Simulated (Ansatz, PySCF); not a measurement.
Gas-phase reaction in SMILES: CC1=CC=[C-]C1 -> [CH2-]C1=CC=CC1
Each molecule is optimised on its own at B3LYP-D3(BJ)/def2-TZVP (Ansatz, an electronic-structure program), one conformer each, not searched for the lowest. Unstable Hartree-Fock reference: CC1=CC=[C-]C1.

Property: isomerisation energy (0 K, with B3LYP-D3(BJ) harmonic zero-point energies from PySCF), in eV. Correlated levels leave the core frozen unless marked. Spin-orbit coupling is left out. No relativistic terms. Anions need diffuse functions: aug- sets have them; def2-D sets add few; the other sets have none. CBS(X,Y): correlation extrapolated as X^-3; Hartree-Fock from the larger set. [CCSD(T)-MP2]/basis is that difference in the basis named.

```csv
level,program,isomerisation energy (eV),minus last row
PBE0/6-31G*,Ansatz,-1.02,-0.19
r2SCANh/def2-TZVPD,Ansatz,-1.01,-0.18
CAM-B3LYP-D4/def2-TZVPD,Ansatz + dftd4,-0.94,-0.11
B2PLYP/def2-TZVPD,Ansatz,-0.92,-0.09
RPA@PBE/cc-pVTZ,Ansatz,-0.82,0.01
MP2/6-31G*,Ansatz,-0.83,0.00
MP2/cc-pwCVTZ,Ansatz,-0.89,-0.06
RI-MP2/cc-pVQZ,Ansatz,-0.89,-0.06
CCSD/6-31G,Ansatz,-0.89,-0.06
"RI-MP2/CBS(aug-cc-pVTZ,aug-cc-pVQZ)+[CCSD(T)-MP2]/aug-cc-pVTZ",Ansatz,-0.83,0.00
```
